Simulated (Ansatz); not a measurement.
`[CH3][Mo]([NH2])(=[S])=[S]` + HCl → `[CH3][Mo](=[S])(=[S])[Cl]` + NH₃ at 400 K and 1 bar (ligand exchange at a Mo–N bond).

Computed with Ansatz on PBE0-D4/def2-TZVP structures; ΔE is electronic, products minus reactants. CBS: MP2 limit from def2 TZ/QZ plus the TZ coupled-cluster correction, frozen cores. This one scheme is used for every species. def2 core potentials past Kr. For Mo outer-core shells are correlated without core-valence functions, which leaves a few kJ/mol of doubt a bond. Each species was taken in one conformer, which may not be the lowest.

```json
{"species": "`[CH3][Mo]([NH2])(=[S])=[S]`", "CCSD(T)/CBS energy (Eh)": "-959.56113", "H − E (kJ/mol)": "207.5", "S (J/(mol·K))": "408.0"}
{"species": "HCl", "CCSD(T)/CBS energy (Eh)": "-460.38127", "H − E (kJ/mol)": "29.6", "S (J/(mol·K))": "195.4"}
{"species": "`[CH3][Mo](=[S])(=[S])[Cl]`", "CCSD(T)/CBS energy (Eh)": "-1363.45399", "H − E (kJ/mol)": "140.6", "S (J/(mol·K))": "407.6"}
{"species": "NH₃", "CCSD(T)/CBS energy (Eh)": "-56.50880", "H − E (kJ/mol)": "104.2", "S (J/(mol·K))": "203.1"}
```

H − E and S are ideal-gas, rigid-rotor, harmonic terms from PBE0-D4/def2-TZVP, for one conformer and one mirror image of each species. 1 Eh = 2625.50 kJ/mol, R = 8.31446 J/(mol·K).

By hand: ΔE, ΔH, ΔS and ΔG.

ΔE = (-1363.45399) + (-56.50880) − (-959.56113) − (-460.38127) = -0.02039 Eh = -53.5 kJ/mol. Δ(H − E) = 140.6 + 104.2 − 207.5 − 29.6 = 7.7, so ΔH = -45.8 kJ/mol. ΔS = 407.6 + 203.1 − 408.0 − 195.4 = 7.3 J/(mol·K). ΔG = -45.8 − 400 × (7.3)/1000 = -48.7 kJ/mol.

By hand: the equilibrium constant, and the temperature at which ΔG would vanish if ΔH and ΔS stayed fixed.

log₁₀ K = −ΔG/(RT ln 10) = 6.4. ΔH and −TΔS have one sign here, so there is no such temperature.

The number of gas molecules stays the same, so ΔS is small and ΔH decides. A doubt of 5 kJ/mol in ΔE shifts log₁₀ K by 0.7 here. Other conformers and mirror images would add mixing entropy, several J/(mol·K) or more a flexible species. These are equilibria of isolated gas molecules and say nothing of rates. Largest T1 diagnostic: 0.025 (customary marks: 0.02 for closed shells, 0.045 for open ones).

ΔS is within the doubt of such terms, so its sign, and with it that verdict, could turn.
